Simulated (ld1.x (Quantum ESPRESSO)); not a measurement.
**Pseudopotential generation for rhodium: TM, LDA (PZ), fully relativistic.**

The input file (ld1.x (Quantum ESPRESSO) 7.5):

```
&input
   title='Rh', zed=45., rel=2, dft='PZ', iswitch=3,
   config='[Kr] 4d8 5s0.5 5p0', rel_dist='average',
   nld=5, rlderiv=3.95, eminld=-3.0, emaxld=5.0, deld=0.02
 /
 &inputp
   pseudotype=2, tm=.true., lloc=2,
   nlcc=.true., new_core_ps=.true., rcore=1.40,
   file_pseudopw='Rh.UPF', file_wfcaegen='ae.wfc', file_wfcncgen='nc.wfc', file_beta='beta', file_chi='chi'
 /
3
5S  1  0   0.50   0.00  2.75  2.75  0.0
5P  2  1   0.00   0.00  3.65  3.65  0.0
4D  3  2   8.00   0.00  1.35  1.35  0.0
 &test
   configts(1)='4d8 5s0.5 5p0'
 /
```

Command:

```bash
ld1.x < Rh.in > Rh.out
```

Resulting log (shortened: banner, matrices, multipoles, cross overlaps and the repeated all-electron block are left out):

```
Program LD1 v.7.5
     --------------------------- All-electron run ----------------------------

     Rh
     dirac relativistic calculation

     atomic number is 45.00
     dft =PZ   lsd =0 sic =0 latt =0  beta=0.20 tr2=1.0E-14
     Exchange-correlation= PZ
                           (   1   1   0   0   0   0   0)
     mesh =1233 r(mesh) =  98.82371 a.u. xmin = -7.00 dx = 0.01250
     1 Ry =  13.60569312 eV, c = 137.03599908

     n l j   nl                  e(Ry)          e(Ha)          e(eV)
     Spin orbit split results
     1 0 0.5 1S 1( 2.00)     -1690.4897      -845.2448    -23000.2839
     2 0 0.5 2S 1( 2.00)      -245.3159      -122.6579     -3337.6928
     2 1 0.5 2P 1( 2.00)      -227.2970      -113.6485     -3092.5336
     2 1 1.5 2P 1( 4.00)      -216.6845      -108.3423     -2948.1429
     3 0 0.5 3S 1( 2.00)       -44.0239       -22.0120      -598.9760
     3 1 0.5 3P 1( 2.00)       -36.9646       -18.4823      -502.9290
     3 1 1.5 3P 1( 4.00)       -35.1381       -17.5691      -478.0788
     4 0 0.5 4S 1( 2.00)        -6.3372        -3.1686       -86.2225
     4 1 0.5 4P 1( 2.00)        -4.1862        -2.0931       -56.9565
     4 1 1.5 4P 1( 4.00)        -3.8955        -1.9478       -53.0014
     3 2 1.5 3D 1( 4.00)       -22.5899       -11.2950      -307.3515
     3 2 2.5 3D 1( 6.00)       -22.2293       -11.1147      -302.4454
     4 2 1.5 4D 1( 3.20)        -0.7417        -0.3708       -10.0908
     4 2 2.5 4D 1( 4.80)        -0.7123        -0.3561        -9.6913
     5 0 0.5 5S 1( 0.50)        -0.5704        -0.2852        -7.7612
     5 1 0.5 5P 1( 0.00)        -0.2695        -0.1348        -3.6670
     5 1 1.5 5P 1( 0.00)        -0.2556        -0.1278        -3.4773
     Averaged results
     1 0     1S 1( 2.00)     -1690.4897      -845.2448    -23000.2839
     2 0     2S 1( 2.00)      -245.3159      -122.6579     -3337.6928
     2 1     2P 1( 6.00)      -220.2220      -110.1110     -2996.2732
     3 0     3S 1( 2.00)       -44.0239       -22.0120      -598.9760
     3 1     3P 1( 6.00)       -35.7470       -17.8735      -486.3622
     4 0     4S 1( 2.00)        -6.3372        -3.1686       -86.2225
     4 1     4P 1( 6.00)        -3.9924        -1.9962       -54.3198
     3 2     3D 1(10.00)       -22.3736       -11.1868      -304.4079
     4 2     4D 1( 8.00)        -0.7240        -0.3620        -9.8511
     5 0     5S 1( 0.50)        -0.5704        -0.2852        -7.7612
     5 1     5P 1( 0.00)        -0.2602        -0.1301        -3.5405

     final scf error:  3.8E-15 reached in  28 iterations

     Etot =   -9560.591387 Ry,   -4780.295693 Ha, -130078.472482 eV

     Ekin =    9964.663894 Ry,    4982.331947 Ha,  135576.159020 eV
     Encl =  -23143.221476 Ry,  -11571.610738 Ha, -314879.569281 eV
     Eh   =    3886.020368 Ry,    1943.010184 Ha,   52872.000600 eV
     Exc  =    -268.054173 Ry,    -134.027087 Ha,   -3647.062821 eV

     normalization and overlap integrals

     s(1S/1S) =  1.000000  <r> =   0.0327  <r2> =    0.0014  r(max) =   0.0211
     s(2S/2S) =  1.000000  <r> =   0.1417  <r2> =    0.0237  r(max) =   0.1201
     s(2P/2P) =  1.000000  <r> =   0.1204  <r2> =    0.0178  r(max) =   0.0936
     s(2P/2P) =  1.000000  <r> =   0.1252  <r2> =    0.0191  r(max) =   0.0971
     s(3S/3S) =  1.000000  <r> =   0.3912  <r2> =    0.1753  r(max) =   0.3520
     s(3P/3P) =  1.000000  <r> =   0.3835  <r2> =    0.1712  r(max) =   0.3390
     s(3P/3P) =  1.000000  <r> =   0.3944  <r2> =    0.1808  r(max) =   0.3476
     s(4S/4S) =  1.000000  <r> =   0.9796  <r2> =    1.0892  r(max) =   0.8766
     s(4P/4P) =  1.000000  <r> =   1.0599  <r2> =    1.2905  r(max) =   0.9216
     s(4P/4P) =  1.000000  <r> =   1.0920  <r2> =    1.3703  r(max) =   0.9568
     s(3D/3D) =  1.000000  <r> =   0.3686  <r2> =    0.1626  r(max) =   0.2882
     s(3D/3D) =  1.000000  <r> =   0.3721  <r2> =    0.1655  r(max) =   0.2918
     s(4D/4D) =  1.000000  <r> =   1.5579  <r2> =    3.0020  r(max) =   1.1398
     s(4D/4D) =  1.000000  <r> =   1.5829  <r2> =    3.1043  r(max) =   1.1541
     s(5S/5S) =  1.000000  <r> =   3.0714  <r2> =   10.7941  r(max) =   2.5685
     s(5P/5P) =  1.000000  <r> =   4.0877  <r2> =   19.4015  r(max) =   3.2981
     s(5P/5P) =  1.000000  <r> =   4.2212  <r2> =   20.6753  r(max) =   3.4241

     ------------------------ End of All-electron run ------------------------

     --------------------- Generating NC pseudopotential ---------------------

      Generating local pot.: lloc=2, j= 1.50, matching radius rcloc =   1.3500

      Generating local pot.: lloc=2, j= 2.50, matching radius rcloc =   1.3500

      Computing core charge for nlcc:

       r > 1.41 : true rho core
      Core charge pseudized with two Bessel functions
      Integrated core pseudo-charge :  11.60

     Fully relativistic calculation: |psi|^2

     Wfc 5S LC norm =  0.99995978 SC norm =  0.00003947 missing  0.00000075

     Wfc 5P LC norm =  0.99997833 SC norm =  0.00002156 missing  0.00000012

     Wfc 5P LC norm =  0.99997967 SC norm =  0.00001836 missing  0.00000198

      Wfc   5S  rcut= 2.769  Using Troullier-Martins method

      Wfc   5P  rcut= 3.645  Using Troullier-Martins method

      Wfc   5P  rcut= 3.645  Using Troullier-Martins method

     ------------------- End of pseudopotential generation -------------------

     Computing logarithmic derivative in   3.95352
     Computing logarithmic derivative in   3.95352
     Computing the partial wave expansion
     R is outside the sphere for l=    0 j= 0.50
     R is outside the sphere for l=    1 j= 0.50
     R is outside the sphere for l=    1 j= 1.50
       no projector for channel:   2
       no projector for channel:   2

     ---------------------- Testing the pseudopotential ----------------------

     Rh
     dirac relativistic calculation

     atomic number is 45.00   valence charge is  9.00
     dft =PZ   lsd =0 sic =0 latt =0  beta=0.20 tr2=1.0E-14
     mesh =1233 r(mesh) =  98.82371 xmin = -7.00 dx = 0.01250

     n l  j  nl             e AE (Ry)       e PS (Ry)    De AE-PS (Ry)
     3 2 1.5 4D   1( 3.20)       -0.74166       -0.72388       -0.01778  !
     3 2 2.5 4D   1( 4.80)       -0.71229       -0.72388        0.01159  !
     1 0 0.5 5S   1( 0.50)       -0.57044       -0.57044        0.00000
     2 1 0.5 5P   1( 0.00)       -0.26952       -0.26952       -0.00000
     2 1 1.5 5P   1( 0.00)       -0.25557       -0.25557        0.00000

     eps = 6.5E-15  iter =  8

     Etot =   -9560.591387 Ry,   -4780.295693 Ha, -130078.472482 eV
     Etotps =   -64.265620 Ry,     -32.132810 Ha,    -874.378306 eV

     Ekin =      43.591374 Ry,      21.795687 Ha,     593.090854 eV
     Encl =    -117.048164 Ry,     -58.524082 Ha,   -1592.521402 eV
     Ehrt =      40.026174 Ry,      20.013087 Ha,     544.583841 eV
     Ecxc =     -31.078959 Ry,     -15.539479 Ha,    -422.850773 eV
     (Ecc =     -19.291442 Ry,      -9.645721 Ha,    -262.473438 eV)
     Epseu=       0.243955 Ry,       0.121977 Ha,       3.319175 eV

     ---------------------- End of pseudopotential test ----------------------
```

Note: ghost states, extra bound levels that the all-electron valence spectrum of the same l lacks: s at -120.3 eV, p3/2 at -38.8 eV, p1/2 at -35.0 eV. A true bound ghost makes a file unfit for plane-wave use.

Generation and configuration tests took about 2 s on one core of a shared server CPU.
